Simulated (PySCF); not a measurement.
Si(H)(F)(Cl)(OMe) (CH₄ClFOSi), SMILES CO[SiH](F)Cl.

Geometry optimised at B3LYP-D3(BJ)/def2-SVP. The structure was generated by enumeration, and PubChem lists no compound with its InChIKey, so it may never have been made. Other conformers were not sampled.

Calculation: SMD-B3LYP/def2-SVP run with PySCF.

Solvation free energies are E(SMD) − E(gas) at the gas-phase geometry, for 1 M in both phases. In vacuum the dipole moment is 2.32 D.

| solvent | ΔG(solv) (kcal/mol) | its non-electrostatic (CDS) part | dipole (D) |
|---|---|---|---|
| water | -0.6 | 3.4 | 2.89 |
| acetone | -3.7 | -0.6 | 2.84 |
| n-hexane | -2.3 | -1.1 | 2.52 |
